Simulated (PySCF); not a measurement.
Ga(OH)2 (GaH2O2), SMILES [OH][Ga][OH], multiplicity 2. Atoms are numbered in the order given.

```xyz
5

Ga     0.0000     0.0000     0.3473
O      0.0000     1.5096    -0.6553
H      0.0000     2.3241    -0.1411
O      0.0000    -1.5096    -0.6553
H      0.0000    -2.3241    -0.1411
```
Charge 0, spin multiplicity 2.

The structure is a stationary point at B3LYP-D3(BJ)/def2-TZVP. Other conformers were not sampled.

Level of theory: PBE/def2-TZVPD run with PySCF.

Mulliken values depend strongly on the basis, most of all with diffuse functions as here. ESP charges are fitted to the potential on shells at 1.4 to 2.0 van der Waals radii. Atomic charges (e):

```tsv
atom	ESP fit	Mulliken	meta-Löwdin	Mulliken spin
Ga1	0.29	0.17	(withheld)	0.75
O2	-0.43	-0.34	(withheld)	0.13
H3	0.29	0.26	(withheld)	0.00
O4	-0.43	-0.34	(withheld)	0.13
H5	0.29	0.26	(withheld)	0.00
```

Problem. Complete the blanks. (The exact figures need the calculation; the answer reports its results.)

Solution. 
- Ga1, meta-Löwdin: 0.64
- O2, meta-Löwdin: -0.66
- H3, meta-Löwdin: 0.34
- O4, meta-Löwdin: -0.66
- H5, meta-Löwdin: 0.34
